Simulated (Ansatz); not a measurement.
Geometry optimisation, UKS B3LYP/def2-SVP in Ansatz 0.2.0.

input.yaml

```yaml
crystal:
  periodic: [false, false, false]
  atoms:
    - { symbol: W, position_ang: [0.0, 0.0, 0.0] }
    - { symbol: F, position_ang: [0.0, 0.0, 2.1] }
    - { symbol: Cl, position_ang: [2.39, 0.0, 0.0] }
    - { symbol: H, position_ang: [0.0, 1.72, 0.0] }
    - { symbol: H, position_ang: [-1.72, 0.0, 0.0] }
    - { symbol: H, position_ang: [0.0, -1.72, 0.0] }
    - { symbol: H, position_ang: [0.0, 0.0, -1.72] }
    - { symbol: Si, position_ang: [0.0, 0.0, 3.99] }
    - { symbol: H, position_ang: [-0.7436, -1.1581, 4.4774] }
    - { symbol: H, position_ang: [1.3747, -0.0649, 4.4774] }
    - { symbol: H, position_ang: [-0.6311, 1.223, 4.4774] }
magnetization:
  spin_polarized: true
  initial_magnetization: 1
basis:
  gaussian: { orbitals: def2-SVP }
hamiltonian:
  xc: b3lyp
relax:
  f_tol: 0.15
  max_steps: 25
  restrain:
    - { distance: [1, 7], at: 2.79, k: 30.0 }
    - { distance: [0, 1], at: 1.85, k: 30.0 }
```

Run as:

```bash
$ ansatz run input.yaml --threads 4 --pin off --max-ram 5120MiB --backend cpu --events-out ev --progress --plain --runs-dir out
```

**Question.** Where does it end, and by what steps?

**Answer.** The run converged. The restraints hold the end off the free minimum; the threshold counts their pulls, which the force column leaves out. Restrained pairs: F2–Si8 (1.89 → 2.80 Å), W1–F2 (2.10 → 1.87 Å). After 11 steps the energy has fallen by 1.539 eV (the restraints' own energy left out); Si8 moved furthest, 0.82 Å.

```tsv
step	energy less start (eV)	largest force component (eV/Å)	accepted
0	0.0000	4.828	yes
1	0.2116	5.692	yes
2	0.6406	2.575	yes
3	-0.1578	1.540	yes
4	-0.8463	1.025	yes
5	-1.3359	0.975	yes
6	-1.4610	0.782	yes
7	-1.4722	0.880	yes
8	-1.5257	0.709	yes
9	-1.5323	0.436	yes
10	-1.5275	0.525	no
11	-1.5387	0.633	yes
```

```xyz
11
Properties=species:S:1:pos:R:3
W 0.433 0.123 0.258
F -0.094 -0.234 2.017
Cl 2.529 0.017 -0.678
H -0.367 1.552 -0.155
H -1.191 0.028 -0.137
H -0.363 -1.299 -0.075
H 0.040 -0.143 -1.365
Si -0.071 0.015 4.805
H -0.854 -1.218 4.509
H 1.342 -0.087 4.335
H -0.735 1.247 4.288
```

The run took 62 s on 4 threads of Arm Neoverse V1, on a shared host, peak memory 0.43 GiB.
